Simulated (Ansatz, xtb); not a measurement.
# A geometry optimisation of F3GeH3Sn with r2SCAN-D4/def2-SVP

The starting geometry of this gas-phase singlet has its atoms placed at random.

```yaml
atoms:
  - { symbol: F, position_ang: [1.4665, -1.5631, -0.9160] }
  - { symbol: F, position_ang: [-0.9623, -0.3460, 0.8582] }
  - { symbol: F, position_ang: [1.4739, 1.5926, -0.9759] }
  - { symbol: Ge, position_ang: [0.9130, 0.2658, 0.3013] }
  - { symbol: Sn, position_ang: [-2.0255, -0.1703, -1.2731] }
  - { symbol: H, position_ang: [-2.0718, 0.3701, 0.9893] }
  - { symbol: H, position_ang: [-0.6971, 0.3785, -0.2149] }
  - { symbol: H, position_ang: [2.0467, 0.5934, 1.1211] }
```

Question: One run relaxed it with r2SCAN-D4/def2-SVP. What is a likely outcome?

Answer: It ends as a structure with H7 bridging Sn5 and Ge4, given below by its coordinates. Distances that change by over a tenth: Sn5–H7 (1.78 → 2.14 Å). Contacts that close: F1–Ge4 (2.27 → 1.73 Å), F2–Sn5 (2.39 → 2.07 Å), Sn5–H6 (2.33 → 1.79 Å).

The energy falls by 8.39 eV over 21 steps:

```csv
step,E − E(last) (eV)
1,8.394
3,3.267
5,1.082
8,0.177
10,0.012
12,0.003
14,0.001
17,0.000
19,0.000
21,0.000
```

Final geometry (Å):

```xyz
8

F     1.5608   -1.1531   -0.8253
F    -0.4811   -1.0894    0.7988
F     1.8890    1.4695   -0.9666
Ge    0.9312    0.2836   -0.1052
Sn   -2.1221   -0.5005   -0.3252
H    -2.4378    0.8414    0.8138
H    -0.4255    0.6881   -0.8511
H     1.2288    0.5814    1.3508
```

From the same start GFN2-xTB ends elsewhere, in pieces: F2GeH2 + FHSn.

From so rough a start the end depends on the optimiser's path, so another program may land elsewhere. No frequencies were run, so the end isn't proven a minimum. Atoms past krypton carry core potentials, without spin–orbit terms. Run with Ansatz 0.2.0, 81 s on 2 threads of Intel(R) Xeon(R) Platinum 8259CL CPU @ 2.50GHz (Skylake/Cascade Lake), on a shared host.
